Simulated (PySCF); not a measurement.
**Two-dimensional NMR puzzle**

Compound of formula C$_{6}$H$_{11}$B. Correlations simulated from computed shifts and couplings:

HSQC (one-bond C–H):
| δH | δC | $^{1}J$(C,H) (Hz) |
| --- | --- | --- |
| 7.17 | 145.5 | 163 |
| 6.85 | 158.1 | 156 |
| 6.42 | 145.0 | 143 |
| 5.67 | 131.8 | 171 |
| 5.64 | 131.8 | 166 |
| 1.00 | 17.1 | 123 |

COSY cross peaks (|J| ≥ 2 Hz):
| δH | δH | abs. J (Hz) | bonds |
| --- | --- | --- | --- |
| 7.17 | 6.85 | 12.7 | 3 |
| 7.17 | 5.67 | 11.2 | 3 |
| 7.17 | 5.64 | 18.1 | 3 |
| 6.85 | 6.42 | 14.9 | 3 |
| 5.67 | 5.64 | 2.1 | 2 |

HMBC (two and three bonds, |J| ≥ 2.5 Hz):
| δH | δC [abs. J in Hz] |
| --- | --- |
| 7.17 | 158.1 [5.3], 145.0 [3.2] |
| 6.85 | 145.5 [4.8], 145.0 [2.5], 131.8 [6.7] |
| 6.42 | 158.1 [4.8], 145.5 [14.1], 17.1 [4.3] |
| 5.67 | 158.1 [14.3] |
| 5.64 | 158.1 [9.9] |
| 1.00 | 145.0 [2.7], 17.1 [3.5] |

- PBE0-D3(BJ)/def2-SVP structure
- NMR shieldings at PBE0/pcSseg-1/GIAO
- J couplings at B3LYP/pcJ-1 (spin–dipole term only in couplings to heteroatoms)
- program: PySCF 2.14
- fast rotation and ring inversion assumed for equivalent nuclei, single conformer, gas phase, non-relativistic

Chemical shifts δ = σref − σ; $^{1}$H (σref 31.27) and $^{13}$C (σref 184.41) vs TMS, all at this level.

Exchangeable hydrogens are left out of these lists, and C,H couplings along chains are those of one rotamer, so weak HMBC peaks may be missing or extra.

Assemble the structure.

Results:

SMILES CB(/C=C\C=C)C.

Mapped SMILES: `[CH2:1]=[CH:2]/[CH:3]=[CH:4]\[B:5]([CH3:6])[CH3:7]` (H(Xn): hydrogen on atom n). Ha(C1) is cis to C3; Hb(C1) is trans to C3.

1. δC 158.1 is C3, an alkene CH (δH 6.85).
2. δC 145.5 is C2, an alkene CH (δH 7.17).
3. δC 145.0 is C4, an alkene CH (δH 6.42).
4. δC 131.8 is C1, a terminal =CH2 carbon (δH 5.67, 5.64).
5. δC 17.1 is C6/C7, a methyl carbon bonded to B (δH 1.00).
6. COSY links 7.17–6.85, 7.17–5.67, 7.17–5.64, 6.85–6.42, 5.67–5.64.

This is the structure that produced the data.

A carbon bonded to boron is broadened by the quadrupolar boron nucleus and is often missing from a measured spectrum. Unscaled 3J(H,H) at this level run about 10 % above measured values. Shifts are as computed. Against solution values, carbons near 30 ppm lie about +2 ppm off and those near 130 ppm about +5 ppm. Of 1309 compounds with measured shifts, 239 miss one by over three times the rms of a fit or turn the order of signals round; such compounds aren't used in these exercises.
